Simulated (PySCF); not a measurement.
Electron correlation in S⁺ (sulfur, charge +1)

[Ne] 3s2 3p2 4s1, 4s spin antiparallel (an excited configuration). All numbers are calculated (PySCF 2.14, the non-relativistic Hamiltonian (point nucleus), in dyall-av2z (13s9p2d, 50 functions)). Frozen: [Ne]; 5 electrons correlated; the 16 highest virtual orbitals of each spin left out.

MP2 pair energies summed by pair of shells (mhartree):

```csv
pair,energy,share (%)
3s-3p,-33.29,49.4
3s-3s,-15.75,23.4
3p-4s,-6.91,10.3
3p-3p,-5.89,8.7
3s-4s,-5.55,8.2
```

Total MP2 correlation energy: -67.39 mhartree.

Same-spin part -12.42 and opposite-spin part -54.97 mhartree; SCS-MP2 scales them by 1/3 and 6/5 to -70.11 mhartree.
